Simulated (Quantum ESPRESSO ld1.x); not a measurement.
Species: Pb4+. Configuration: [Xe] 4f14 5d10 (the NIST ground configuration).

Method: Dirac Kohn-Sham, PBE, spin-unpolarised, spherical densities, point nucleus; computed with ld1.x of Quantum ESPRESSO 7.5.

Energy parts (hartree):
| part | energy |
|---|---|
| total | -20925.06 |
| kinetic | 24367.05 |
| electron-nucleus | -52855.02 |
| Hartree | 7951.99 |
| exchange-correlation | -389.09 |

Orbitals (lengths in bohr, moments of r in powers of bohr):
orbital  occ.  eigenvalue (hartree)       <r^4>  <1/r>      <r>
1s1/2       2            -3234.8037   3.532e-07  101.5  0.01604
2s1/2       2             -579.3110  0.00005064  25.08  0.06689
2p1/2       2             -556.3079  0.00002987  25.01  0.05487
2p3/2       4             -475.8270  0.00004820  19.97  0.06380
3s1/2       2             -140.2038    0.001829  9.194   0.1739
3p1/2       2             -129.8414    0.001585  9.100   0.1644
3p3/2       4             -111.8843    0.002253  7.780   0.1807
3d3/2       4              -94.8879    0.001477  7.680   0.1570
3d5/2       6              -91.0677    0.001640  7.386   0.1619
4s1/2       2              -32.9201     0.04005  3.904   0.3840
4p1/2       2              -28.4376     0.04227  3.792   0.3853
4p3/2       4              -24.0418     0.05917  3.336   0.4198
4d3/2       4              -16.7509     0.06832  3.139   0.4245
4d5/2       6              -15.9307     0.07549  3.036   0.4356
4f5/2       6               -6.4939      0.1158  2.696   0.4507
4f7/2       8               -6.3090      0.1224  2.657   0.4570
5s1/2       2               -6.7993      0.9587  1.620   0.8539
5p1/2       2               -5.2706       1.294  1.498   0.9117
5p3/2       4               -4.4473       1.890  1.331    1.001
5d3/2       4               -2.3248       5.012  1.057    1.237
5d5/2       6               -2.2247       5.678  1.021    1.276

The highest occupied level is 5d5/2 at -60.538 eV. Summed over all electrons, <r^2> = 34.00 bohr^2, which gives a Langevin (diamagnetic) susceptibility term of -26.9 x 10^-6 cm^3/mol. For comparison, the ionisation energy in NIST's Atomic Spectra Database is 68.8 eV (semi-empirical). In exact Kohn-Sham theory the highest level is minus the ionisation energy, but local and semilocal functionals leave it too shallow, through self-interaction and a potential that decays too fast; potentials with the right tail come closer.
